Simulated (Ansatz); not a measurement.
TaS₃⁻. Charge -1, multiplicity 1. Geometry PBE-D4/def2-SVPD.

Cartesian coordinates in Å:
```
Ta 0.337 -0.203 0.352
S 0.235 2.010 0.670
S -1.671 -1.138 0.678
S 1.099 -0.669 -1.700
```

In the def2 sets Ta takes a core potential; there is no spin–orbit coupling. LC-ωPBE has ω = 0.4 bohr⁻¹. HSE06 is defined as in plane-wave codes, on full-range PBE exchange. The structure comes from a short search, and lower isomers may exist.

Estimate the orbital energies around the gap (eV) in Ansatz with PBE-D4/def2-SVPD, BLYP-D4/def2-TZVPD, HSE06-D4/def2-TZVPD, BHLYP-D4/def2-TZVPD, LC-ωPBE/def2-TZVPD.


| orbital | PBE-D4/def2-SVPD | BLYP-D4/def2-TZVPD | HSE06-D4/def2-TZVPD | BHLYP-D4/def2-TZVPD | LC-ωPBE/def2-TZVPD |
| --- | --- | --- | --- | --- | --- |
| HOMO−9 | -11.50 | -11.29 | -13.16 | -15.60 | -16.92 |
| HOMO−8 | -3.59 | -3.29 | -4.35 | -5.84 | -7.48 |
| HOMO−7 | -3.16 | -2.88 | -3.94 | -5.46 | -7.14 |
| HOMO−6 | -3.16 | -2.88 | -3.94 | -5.46 | -7.14 |
| HOMO−5 | -2.79 | -2.52 | -3.46 | -4.86 | -6.56 |
| HOMO−4 | -2.79 | -2.52 | -3.46 | -4.86 | -6.56 |
| HOMO−3 | -2.47 | -2.23 | -3.08 | -4.36 | -6.05 |
| HOMO−2 | -1.75 | -1.54 | -2.41 | -3.74 | -5.37 |
| HOMO−1 | -1.75 | -1.54 | -2.41 | -3.74 | -5.37 |
| HOMO | -1.05 | -0.83 | -1.63 | -2.90 | -4.43 |
| LUMO | -0.22 | -0.17 | 0.14 | 1.12 | 2.43 |
| LUMO+1 | 1.51 | 1.65 | 1.86 | 3.00 | 4.12 |
| LUMO+2 | 1.51 | 1.65 | 1.86 | 3.00 | 4.12 |
| LUMO+3 | 2.85 | 2.85 | 3.03 | 3.60 | 4.21 |
| LUMO+4 | 2.85 | 2.89 | 3.05 | 3.68 | 4.29 |
| LUMO+5 | 3.04 | 2.89 | 3.05 | 3.68 | 4.29 |
